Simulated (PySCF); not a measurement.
Compound: C7H7FO.
Numbering: `[CH:1]#[C:2][C:3]1=[CH:4][O:5][CH2:6][CH2:7][C@H:8]1[F:9]`

Cartesian coordinates in Å at the GFN2-xTB level; atoms count from 1:
```xyz
16
C7H7FO angstrom
C      2.9785    1.3877    1.0098
C      1.8854    1.0592    0.6366
C      0.6318    0.5799    0.2005
C     -0.3728    1.4084   -0.1199
O     -1.5917    1.0458   -0.5576
C     -1.7389   -0.3256   -0.8845
C     -1.0550   -1.2334    0.1330
C      0.4367   -0.9136    0.1367
F      1.0073   -1.4321   -1.0218
H      3.9243    1.7058    1.3322
H     -0.2820    2.4816   -0.0287
H     -1.3033   -0.5049   -1.8770
H     -2.8146   -0.5073   -0.9258
H     -1.2129   -2.2764   -0.1397
H     -1.4598   -1.0560    1.1308
H      0.9597   -1.4101    0.9639
```

Definitions: NICS(0) = −σiso at the ring centroid; NICS(1) = −σiso and NICS(1)zz = −σzz at ±1 Å along the ring normal z. Level: GIAO PBE0/pcSseg-1 (PySCF, non-relativistic, gas phase) on the GFN2-xTB geometry, one conformer.

Ring bond lengths (Å), with Mayer bond orders in brackets: C3–C4 1.341 (1.69), C4–O5 1.345 (1.08), O5–C6 1.418 (0.87), C6–C7 1.526 (1.03), C7–C8 1.526 (1.03), C8–C3 1.508 (1.02).

**Question.** What do the NICS probes read (ppm)?

**Answer.** 
| ring | type | NICS(0) | NICS(1), two faces | NICS(1)zz, two faces | rms pucker (Å) | centre to ring atoms, mean (Å) |
| --- | --- | --- | --- | --- | --- | --- |
| C3–C4–O5–C6–C7–C8 | 6-membered ring with O; formal bonds 1 double, 5 single | -2.0 | -1.9 / -3.3 | 1.3 / -0.6 | 0.20 | 1.41 |

**Question.** What can be read from them?

**Answer.** 
- C3–C4–O5–C6–C7–C8: mean NICS(1)zz 0.4 ppm, near zero. C6, C7, C8 have four or more neighbours, so the value isn't read as a sign of a π ring current.

**Question.** What is the mean of the two in-plane components of NICS at the second NICS(1) probe listed for ring C3–C4–O5–C6–C7–C8, 1 Å off the ring?

**Answer.** The isotropic value is a third of the trace: (3 × -3.3 − (-0.6))/2 = -4.6 ppm.

**Question.** Give the inner angles of the rings and the Hirshfeld charges of the ring atoms.

**Answer.** 
- C3–C4–O5–C6–C7–C8: C3 120.3° (-0.048 e), C4 126.2° (+0.054 e), O5 115.5° (-0.098 e), C6 112.0° (+0.011 e), C7 108.4° (-0.083 e), C8 109.5° (+0.062 e); sum 691.9° against 720° for a flat convex ring.

**Question.** How shielded are the nuclei of the rings and their hydrogens (means over atoms taken as equivalent)?

**Answer.** 
| atoms | environment | σ isotropic (ppm) | principal values of the symmetric part, first atom (ppm) |
| --- | --- | --- | --- |
| C3 | fully substituted alkene carbon | 86.1 | -2.2, 100.6, 159.8 |
| C4 | vinylic carbon bearing oxygen | 22.0 | -85.2, 41.9, 109.4 |
| O5 | cyclic ether oxygen | 189.6 | 58.5, 177.6, 332.8 |
| C6 | sp3 carbon bound to oxygen | 123.8 | 96.1, 107.6, 167.8 |
| C7 | ring CH2 carbon | 154.9 | 142.3, 157.7, 164.8 |
| C8 | sp3 C–F carbon | 100.5 | 66.6, 83.1, 151.8 |
| H11 | vinylic hydrogen | 24.47 | 21.3, 24.8, 27.3 |
| H12 | methylene hydrogen | 27.46 | 23.3, 26.8, 32.3 |
| H13 | methylene hydrogen | 27.38 | 22.7, 26.8, 32.6 |
| H14 | methylene hydrogen | 29.81 | 25.8, 27.8, 35.8 |
| H15 | methylene hydrogen | 30.03 | 26.6, 27.6, 35.9 |
| H16 | methine hydrogen | 26.59 | 24.6, 24.9, 30.2 |
